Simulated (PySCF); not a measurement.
4-methyl-2H-pyrrole (C5H7N), SMILES C1C(=CCN=1)C. Heavy atoms are numbered as in [CH3:1][C:2]1=[CH:3][CH2:4][N:5]=[CH:6]1. Hydrogens are named by the atom that carries them.

The structure is a stationary point at B3LYP-D3(BJ)/def2-SVP. Other conformers were not sampled.

Level of theory: HF/pcSseg-1 in PySCF.

GIAO shieldings, no solvent; atoms alike by connectivity are averaged. δ = σ(ref) − σ: ¹³C against TMS (σ = 192.6 ppm); ¹⁵N against NH3 (σ = 267.3 ppm); ¹H against TMS (σ = 31.99 ppm), references at their B3LYP-D3(BJ)/def2-TZVP geometries, non-relativistic.

```csv
nucleus,atoms,count,δ (ppm)
¹³C,C6 (CH),1,180.5
¹³C,C3 (CH),1,158.3
¹³C,C2,1,146.8
¹³C,C4 (CH2),1,66.1
¹³C,C1 (CH3),1,15.1
¹⁵N,N5,1,396.2
¹H,H on C6,1,8.48
¹H,H on C3,1,7.63
¹H,H on C4,2,4.47
¹H,H on C1,3,2.44
```
